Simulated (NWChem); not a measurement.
WH$_{6}$O; SMILES [OH][WH5]

```xyz
8

W      0.2797     0.1142    -0.3603
O      0.0551     0.2616     1.4886
H     -0.5981    -0.1237     2.0826
H      0.0786     1.6239    -1.1227
H     -0.8986     0.1975    -1.5545
H      1.7612    -0.6363    -0.7382
H     -1.0513    -0.8572    -0.2460
H      0.1958    -1.2725    -1.3045
```
Atoms are numbered in this order, from 1.

Level: PBE0/def2-SVP with def2 effective core potentials on W (NWChem), optimised geometry, unscaled harmonic frequencies. def2 effective core potentials on W; no spin-orbit coupling.

Question: List the harmonic frequencies with IR intensities, and the thermochemistry.

Answer: 
```csv
frequency (cm⁻¹),IR intensity (km/mol)
390,20.5
448,88.8
472,84.4
604,51.3
710,63.2
778,99.7
793,31.3
862,0.9
912,81.8
921,26.5
991,2.7
1108,104.8
2033,153.5
2047,119.1
2080,89.1
2092,124.6
2159,55.9
3910,234.1
```

zero-point energy: 33.3 kcal/mol
thermal correction to the enthalpy at 298.15 K (with zero-point energy): 36.6 kcal/mol
heat capacity Cv: 15.5 cal/(mol K)
entropy at 298.15 K and 1 atm (symmetry number 1): 68.5 cal/(mol K)

Rigid rotor and harmonic oscillator.
